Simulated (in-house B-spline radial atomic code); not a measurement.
The numbers below are computed, except where a source is named.
# Weak and strong correlation along the adiabatic connection

Two-electron singlets in several external potentials (atomic units), by full CI in B-splines with partial waves to l = 8 (correlation energies up to 0.6 % small). The repulsion is scaled by λ at fixed density; W(λ) is the mean repulsion less the Hartree energy, W(0) = E_x, and the area under W from 0 to 1 is E_xc.

Relative drop (W(λ) − E_x)/E_x:

```csv
system,λ = 0.12,λ = 0.25,λ = 0.4,λ = 0.6,λ = 0.8,λ = 1
"−V exp(−r²/w²), V = 2.45, w = 4.93",0.0249,0.0487,0.0726,0.0996,0.1223,0.1415
"empty sphere, radius 0.806 bohr",0.0060,0.0124,0.0194,0.0285,0.0372,0.0454
"−V exp(−r²/w²), V = 12, w = 3.47",0.0134,0.0270,0.0416,0.0593,0.0753,0.0898
"ω²r²/2 − Z/r, ω = 2.33, Z = 0.3",0.0095,0.0193,0.0300,0.0433,0.0558,0.0673
"−V exp(−r²/w²), V = 7.69, w = 6.38",0.0205,0.0405,0.0611,0.0850,0.1057,0.1236
"ω²r²/2, ω = 0.228",0.0337,0.0645,0.0940,0.1257,0.1509,0.1714
"−Z/r, Z = 7.65, wall at 4.83 bohr",0.0024,0.0051,0.0080,0.0119,0.0158,0.0195
```

Task: Order the systems by how far second-order (GL2) theory, half the initial slope (estimated from the first points of each curve), overshoots the correlation energy, least first.
A. −Z/r, Z = 7.65, wall at 4.83 bohr
B. ω²r²/2, ω = 0.228
C. −V exp(−r²/w²), V = 12, w = 3.47
D. empty sphere, radius 0.806 bohr
E. ω²r²/2 − Z/r, ω = 2.33, Z = 0.3
F. −V exp(−r²/w²), V = 2.45, w = 4.93
G. −V exp(−r²/w²), V = 7.69, w = 6.38

Result: A (GL2/E_c = 1.03), D (GL2/E_c = 1.08), E (GL2/E_c = 1.13), C (GL2/E_c = 1.19), G (GL2/E_c = 1.29), F (GL2/E_c = 1.36), B (GL2/E_c = 1.49).

Task: What else changes along this order?

Result: The ratio follows the bend of the curve. With it the leading natural occupation goes from 1.999 to 1.902 and −T_c/E_c from 0.97 to 0.67 between the first and the last.
